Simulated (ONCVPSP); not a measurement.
## Tb (Z = 65): excitation energies, all-electron against ONCV

ONCVPSP 4.0.1 input, shortened (lines: element, Z, core and valence counts, functional; n l f; lmax; l rc ep ncon nbas qcut; lloc lpopt rc5 dvloc0; l nproj debl; icmod fcfact rcfact), LDA (Perdew-Wang 92), fully relativistic:

```
  Tb 65.00   10    4  -001012      upf
    1    0    2.00
    2    0    2.00
    2    1    6.00
    3    0    2.00
    3    1    6.00
    3    2   10.00
    4    0    2.00
    4    1    6.00
    4    2   10.00
    4    3    8.00
    5    0    2.00
    5    1    6.00
    5    2    1.00
    6    0    0.50
    2
    0    2.30    0.00    4    7    3.90
    1    2.05    0.00    4    7    7.10
    2    2.40    0.00    5   10    3.80
    4    2    1.45    1.00
    0    3    3.60
    1    2    2.30
    2    1    1.80
    0    0.00    0.00
```

Open shells are filled in proportion to 2j + 1.

Energies are relative to the spin-unpolarised reference configuration 5s2 5p6 5d1 6s0.5; without spin polarisation the order of configurations can differ from experiment.

**Question.** Give the all-electron excitation energy and the error of the potential for: 5s2 5p6 5d1 6s2; 5s2 5p6 5d1 6s1; 5s2 5p6 5d1 6s0; 5s2 5p6 5d1 6s0 6p2.

**Answer.**

```json
{"valence configuration": "5s2 5p6 5d1 6s2", "charge": "0", "ΔE all-electron (eV)": "-12.497", "error AE − PS (meV)": "+6.2"}
{"valence configuration": "5s2 5p6 5d1 6s1", "charge": "+1", "ΔE all-electron (eV)": "-5.548", "error AE − PS (meV)": "+1.1"}
{"valence configuration": "5s2 5p6 5d1 6s0", "charge": "+2", "ΔE all-electron (eV)": "6.988", "error AE − PS (meV)": "+2.6"}
{"valence configuration": "5s2 5p6 5d1 6s0 6p2", "charge": "0", "ΔE all-electron (eV)": "-6.280", "error AE − PS (meV)": "+5.0"}
```

Levels in the configuration 5s2 5p6 5d1 6s0 6p2:

```csv
level,all-electron (eV),pseudo (eV)
5s j=1/2,-53.873,-53.856
5p j=3/2,-29.118,-29.102
5p j=1/2,-33.858,-33.843
5d j=5/2,-4.459,-4.452
5d j=3/2,-4.782,-4.773
6p j=3/2,-2.378,-2.381
6p j=1/2,-2.712,-2.716
```

These tests converged, but a pseudo level misses the all-electron one widely, so the file describes the atom poorly there or has found another state: 5s2 5p6 5d1 6s0 6p2: empty 6s by 9.6 eV.
